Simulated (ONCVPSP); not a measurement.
## Which change was made? (Tb, ONCV)

| Quantity | Value |
| --- | --- |
| Element | Tb (Z = 65) |
| Generator | ONCVPSP 4.0.1 |
| Type | optimised norm-conserving Vanderbilt (ONCV) |
| Functional | LDA (Perdew-Zunger) |
| Relativity | non-relativistic |
| Frozen core | [Kr] 4d10 4f8 |
| Valence charge | 11 |
| Reference configuration | 5s2 5p6 5d1 6s2 |
| Partial waves | 5s+6s: rc 2.00 bohr, ncon 4, nbas 7, qcut 5 1/bohr, 3 projectors, debl 3.4 Ha; 5p: rc 2.55 bohr, ncon 5, nbas 9, qcut 4.3 1/bohr, 1 projector; 5d: rc 3.25 bohr, ncon 5, nbas 10, qcut 3.8 1/bohr, 1 projector |
| Local potential | polynomial inside 1.95 bohr (lpopt 5, dvloc0 0 Ha) |
| Core correction | Teter function, fcfact 2.5, rcfact 1.1 |

Cutoffs, loose and tight: the cutoffs (Ha) at which the residual kinetic energy of the hardest occupied pseudo-wave falls to 1 and 0.1 mHa per electron. They do not see the model core or the augmentation charge, which bear on the density cutoff. Test errors are all-electron minus pseudo excitation energies from the reference, over the configurations 5s2 5p6 5d1 6s1; 5s2 5p6 5d1 6s0; 5s2 5p6 5d0 6s0; 5s2 5p6 5d1.5 6s1.5; variants that change the core or the reference have their own tests.

The base gives: outcome: generated; cutoff, loose: 11 Ha; cutoff, tight: 18 Ha; bound ghosts: none; GHOST(+) flags above zero: s, d; largest test error (meV): +39.

Question: After one change the result is: outcome: generated; cutoff, loose: 8.3 Ha; cutoff, tight: 10 Ha; bound ghosts: none; GHOST(+) flags above zero: none; largest test error (meV): +118. Which change was it?
A. all radii but the core radius scaled by about 1.20 (s 2.40, p 3.06, d 3.92 bohr); local potential polynomial inside 2.34 bohr (lpopt 5, dvloc0 0 Ha)
B. all radii but the core radius scaled by about 1.31 (s 2.62, p 3.32, d 4.24 bohr); local potential polynomial inside 2.54 bohr (lpopt 5, dvloc0 0 Ha)
C. all radii but the core radius scaled by about 1.10 (s 2.20, p 2.80, d 3.56 bohr); local potential polynomial inside 2.14 bohr (lpopt 5, dvloc0 0 Ha)

Answer: A. The others give: all radii but the core radius scaled by about 1.10 (s 2.20, p 2.80, d 3.56 bohr); local potential polynomial inside 2.14 bohr (lpopt 5, dvloc0 0 Ha) → outcome: generated; cutoff, loose: 9.5 Ha; cutoff, tight: 12 Ha; bound ghosts: none; GHOST(+) flags above zero: s; largest test error (meV): +62 | all radii but the core radius scaled by about 1.31 (s 2.62, p 3.32, d 4.24 bohr); local potential polynomial inside 2.54 bohr (lpopt 5, dvloc0 0 Ha) → outcome: generated; cutoff, loose: 6.7 Ha; cutoff, tight: 9.3 Ha; bound ghosts: none; GHOST(+) flags above zero: none; largest test error (meV): +163.
